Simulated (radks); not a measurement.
Charge is removed step by step from the 3d3/2 level of Ti, starting from [Ar] 3d(3/2: 2, 5/2: 0) 4s2. Method: Dirac Kohn-Sham, PBE, spin-unpolarised, spherical densities, point nucleus; computed with a radial shooting solver on a logarithmic mesh with Libxc functionals.

removed (e)  E - E(0) (eV)  eigenvalue (eV)  E minus straight line (eV)
0                    0.000           -4.274                       0.000
0.125                0.610           -5.505                      -0.610
0.25                 1.379           -6.807                      -1.062
0.375                2.315           -8.175                      -1.347
0.5                  3.426           -9.606                      -1.457
0.625                4.719          -11.096                      -1.384
0.75                 6.202          -12.643                      -1.122
0.875                7.882          -14.243                      -0.663
1                    9.765          -15.895                       0.000

Removing the whole electron costs 9.765 eV by Delta-SCF, against 4.274 eV from minus the eigenvalue at the starting occupation. Slater's transition state (half an electron removed) gives 9.606 eV. Integrating minus the eigenvalue over the occupation (Janak's theorem) gives 9.765 eV. The mean slope of the eigenvalue, de/dn, is 11.6 eV per electron.
